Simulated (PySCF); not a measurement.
UHF on Co³⁺ (cobalt, charge +3)

Configuration: [Ar] 3d6, high-spin 5D determinant. All numbers are calculated (PySCF 2.14, no relativity, point nucleus, in aug-cc-pV5Z (10s9p7d5f4g3h2i, 202 functions)).

```json
{
  "Total energy": "-1379.456726 hartree",
  "One-electron energy": "-1876.9267 hartree",
  "Hartree (Coulomb) energy": "554.7329 hartree",
  "Exchange energy": "-57.2630 hartree",
  "Kinetic energy": "1379.51929 hartree",
  "⟨S²⟩": "6.0029",
  "⟨L²⟩": "6.014",
  "Sum of ⟨r⟩": "13.91 bohr",
  "Sum of ⟨r²⟩": "12.87 bohr²",
  "Traceless quadrupole moment −½Σ⟨3z² − r²⟩ along its main axis": "0.321 e·bohr²",
  "Density at the nucleus (Gaussians lack the cusp)": "13300 bohr⁻³",
  "Spin density at the nucleus": "-0.489 bohr⁻³",
  "Langevin diamagnetic susceptibility": "-10.2 ×10⁻⁶ cm³/mol"
}
```

```tsv
shell	electrons	mean orbital energy (eV)	spread (eV)	rms radius, mean of both spins (bohr)
1s α	1	-7741.7	0	0.0659
1s β	1	-7741.7	0	0.0659
2s α	1	-990.25	0	0.279
2s β	1	-986.15	0	0.279
2p α	3	-861.02	1.141	0.250
2p β	3	-857.03	0.032	0.250
3s α	1	-166.59	0	0.833
3s β	1	-155.83	0	0.833
3p α	3	-126.14	2.328	0.878
3p β	3	-113.17	1.701	0.878
3d α	5	-58.663	2.767	1.03
3d β	1	-52.469	0	1.03
```

Spin-orbit constants ζ (cm⁻¹) from the X2C one-electron operator on these orbitals (non-relativistic here): bare nucleus, nucleus screened by l(l+1)(2l+1)/3 electrons, and screened by the Breit-Pauli mean field of the electrons.

```tsv
shell	bare	screened nucleus	mean field
2p	80030	74100	n/a
3p	10130	9380	n/a
3d	1072	675.2	n/a
```

To first order the Landé constant is A = -168.8 cm⁻¹, so the lowest level has J = 4 and lies 0.0837 eV below the centre of the term. This holds in LS coupling only.
